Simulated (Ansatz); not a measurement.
Geometry optimisation, Ansatz, RKS PBE/6-31G.

input.yaml

```yaml
crystal:
  periodic: [false, false, false]
  atoms:
    - { symbol: C, position_ang: [-1.7668, -0.1254, 0.7631] }
    - { symbol: Al, position_ang: [0.0652, 0.0683, 0.1292] }
    - { symbol: C, position_ang: [1.3839, -1.2644, 0.7119] }
    - { symbol: Al, position_ang: [0.6825, 1.589, -1.7713] }
    - { symbol: Cl, position_ang: [-0.9539, 2.895, -2.6138] }
    - { symbol: H, position_ang: [-1.8297, -0.2472, 1.8441] }
    - { symbol: H, position_ang: [-2.3277, 0.8644, 0.5288] }
    - { symbol: H, position_ang: [-2.2702, -0.9076, 0.2212] }
    - { symbol: H, position_ang: [0.88012, -2.01113, 1.45763] }
    - { symbol: H, position_ang: [1.73646, -1.89331, -0.14589] }
    - { symbol: H, position_ang: [2.23764, -0.79355, 1.19993] }
    - { symbol: H, position_ang: [2.0983, 1.5948, -2.3733] }
basis:
  gaussian: { orbitals: "6-31G" }
hamiltonian:
  xc: pbe
relax:
  f_tol: 0.015
  max_steps: 40
output:
  orbitals: {}
```

Command:

```bash
$ ansatz run input.yaml --threads 1 --pin off --max-ram 2048MiB --backend cpu --events-out ev --progress --plain --runs-dir out
```

Problem. Where does it end, and by what steps?

Solution. The forces met the threshold. The force dipped under the threshold on the way, but the program's further checks kept it going. Limits of this set-up: no polarisation functions. After 8 steps the energy has fallen by 0.388 eV; H12 moved furthest, 0.41 Å.

```tsv
step	energy less start (eV)	largest force component (eV/Å)	accepted
0	0.0000	2.738	yes
1	-0.3307	0.999	yes
2	-0.3792	0.146	yes
3	-0.3844	0.056	yes
4	-0.3860	0.017	yes
5	-0.3868	0.016	yes
6	-0.3871	0.011	yes
7	-0.3874	0.014	yes
8	-0.3875	0.011	yes
```

```xyz
12
Properties=species:S:1:pos:R:3
C -1.835 -0.063 0.757
Al 0.034 -0.097 0.077
C 1.396 -1.374 0.771
Al 0.738 1.581 -1.820
Cl -0.921 2.884 -2.606
H -1.866 -0.242 1.847
H -2.343 0.890 0.534
H -2.423 -0.871 0.277
H 0.973 -2.051 1.534
H 1.816 -1.991 -0.046
H 2.246 -0.831 1.226
H 2.121 1.934 -2.599
```

The run took 60 s on 1 thread of Intel(R) Xeon(R) Platinum 8259CL CPU @ 2.50GHz (Skylake/Cascade Lake) (shared host), peak memory 0.17 GiB.
